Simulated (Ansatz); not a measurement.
Consider the ligand exchange at the In–I bond: `[InH2][I]` + silanol → `[SiH3][O][InH2]` + HI.

Program: Ansatz. Geometries: PBE0-D4/def2-TZVP. ΔE: electronic, gas phase. CCSD(T)/CBS is the MP2 limit (def2-TZVPP, def2-QZVPP) plus CCSD(T) − MP2 in def2-TZVPP, frozen cores. DFT in def2-TZVPP. def2 core potentials past Kr. For I, In outer-core shells are correlated without core-valence functions, which leaves a few kJ/mol of doubt a bond.

`[InH2][I]`:

```xyz
4

In    0.306    0.057   -0.084
I    -2.232   -0.413    0.609
H     1.221   -1.360   -0.358
H     0.705    1.716   -0.167
```

`O[SiH3]`:

```xyz
6

O    -0.575    1.107   -0.293
Si    0.309   -0.245    0.033
H    -1.516    1.080   -0.118
H     0.236   -0.616    1.473
H     1.705    0.086   -0.331
H    -0.159   -1.412   -0.764
```

`[SiH3][O][InH2]`:

Z-matrix (Å, degrees):
```
Si
O 1 1.622
H 1 1.490 2 110.7
H 1 1.496 2 111.8 3 120.0
H 1 1.490 2 110.8 3 -119.9
In 2 1.992 1 138.5 3 -120.0
H 6 1.702 2 110.2 1 180.0
H 6 1.706 2 112.5 1 -0.0
```

HI:

Z-matrix (Å, degrees):
```
I
H 1 1.610
```

Problem. Is it downhill or uphill in electronic energy at CCSD(T)/CBS, and by how much? (Best estimate.)

Solution. Ansatz gave: Uphill: ΔE = +22.8 kcal/mol.

Problem. What do these levels give: PBE0-D4, ωB97M-V, PBE-QIDH, BLYP, CCSD(T)/def2-SVP, MP2/CBS(def2)? (Best estimate.)

Solution. Computed: PBE0-D4 24.9, ωB97M-V 23.0, PBE-QIDH 24.9, BLYP 21.5, CCSD(T)/def2-SVP 21.0, MP2/CBS(def2) 24.5 kcal/mol.

Largest T1 diagnostic among the species: 0.015.

In def2-TZVPP, CCSD(T) changes the Hartree–Fock value by −5.3 kcal/mol (the triples alone add −0.6 kcal/mol) and MP2 by −3.7 kcal/mol. The D4 term adds −0.7 kcal/mol with B3LYP and −0.4 kcal/mol with PBE0; it sums over pairs of atoms, weighted by their polarisabilities, and B3LYP, whose exchange is more repulsive, gets the larger term.

B3LYP here is the variant with VWN-RPA as its local correlation; programs differ in this.
